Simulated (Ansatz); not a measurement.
A CCSD(T) single point on C3H10ClHfNOS, SMILES `C[O][Hf]([SH])([Cl])[N](C)C`.

```yaml
crystal:
  periodic: [false, false, false]
  atoms:
    - {symbol: C, position_ang: [-2.051981, 2.307122, 0.965249]}
    - {symbol: O, position_ang: [-1.145227, 1.543115, 0.236363]}
    - {symbol: Hf, position_ang: [-0.084516, 0.530789, -0.966647]}
    - {symbol: S, position_ang: [-1.474371, -0.816913, -2.489243]}
    - {symbol: Cl, position_ang: [1.456268, 1.886323, -2.170125]}
    - {symbol: N, position_ang: [0.866799, -0.862980, 0.108534]}
    - {symbol: C, position_ang: [1.853373, -1.629066, -0.624768]}
    - {symbol: C, position_ang: [0.772049, -1.235612, 1.496766]}
    - {symbol: H, position_ang: [-1.520192, 3.033378, 1.587071]}
    - {symbol: H, position_ang: [-2.654071, 1.664232, 1.614420]}
    - {symbol: H, position_ang: [-2.724773, 2.849819, 0.294556]}
    - {symbol: H, position_ang: [-1.902877, 0.258313, -3.178619]}
    - {symbol: H, position_ang: [1.615130, -2.700429, -0.615997]}
    - {symbol: H, position_ang: [2.860119, -1.494864, -0.208064]}
    - {symbol: H, position_ang: [1.894317, -1.317384, -1.676436]}
    - {symbol: H, position_ang: [0.486023, -2.290319, 1.606422]}
    - {symbol: H, position_ang: [1.731377, -1.098147, 2.014199]}
    - {symbol: H, position_ang: [0.022551, -0.627375, 2.006320]}
basis:
  gaussian: {orbitals: def2-SVP}
correlation: {method: ccsd_t}
```

```sh
$ ansatz run in.yaml --threads 4 --pin off --events-out ev --progress --plain --backend cuda
```

Output of Ansatz, abridged:

```
Functional definition: HF
1869 factors; integrals over basis functions are off by at most 1.4e-3 eV
mean field evaluation 1: about -31369.4016 eV, gradient 4.8e1 eV
mean field evaluation 2: about -31369.4174 eV, gradient 4.8e1 eV
mean field evaluation 4: about -31375.0064 eV, gradient 5.3e0 eV
mean field evaluation 8: about -31375.0974 eV, gradient 1.1e-1 eV
mean field evaluation 16: about -31375.0746 eV, gradient 9.7e-1 eV
mean field -31375.09746096 eV, -1153.0135648853 hartree, gradient 3.9e-6 eV, S^2 0.000000; 0 other end points of the search recorded, 0 dependent functions left out
15 core orbitals not correlated: weight in the atoms' cores, before any rotation towards them, 1.000 or more for the frozen orbitals, at most 0.000 for the correlated occupied ones
reference -31375.09746096 eV, -1153.0135648853 hartree; 29, 29 occupied and 144, 144 virtual orbitals, 1869 factors
second order -34.78924916 eV of doubles, -0.00000000 eV of singles
cycle   1  -35.60937534 eV  change   -8.2e-1 eV  update   1.7e-1
cycle   2  -36.50177637 eV  change   -8.9e-1 eV  update   6.0e-2
cycle   3  -36.81626064 eV  change   -3.1e-1 eV  update   3.3e-2
cycle   4  -36.81554373 eV  change    7.2e-4 eV  update   8.7e-3
cycle   5  -36.80788561 eV  change    7.7e-3 eV  update   3.7e-3
cycle   6  -36.80840735 eV  change   -5.2e-4 eV  update   1.3e-3
cycle   7  -36.80785909 eV  change    5.5e-4 eV  update   5.3e-4
cycle   8  -36.80779251 eV  change    6.7e-5 eV  update   1.8e-4
cycle   9  -36.80792433 eV  change   -1.3e-4 eV  update   6.4e-5
cycle  10  -36.80791979 eV  change    4.5e-6 eV  update   2.9e-5
perturbative correction -1.16076193 eV, -0.0426572142 hartree
Total energy: -31413.06614268 eV, -1154.4088882024 hartree
```

Run time 6.5 s (4 threads of an AMD EPYC 7R13 on a shared host and a share of an NVIDIA H100 80 GB); peak host memory 0.81 GiB.

The correlation energy is -37.969 eV, 3.1 % of it from (T); the T1 diagnostic reads 0.0150.
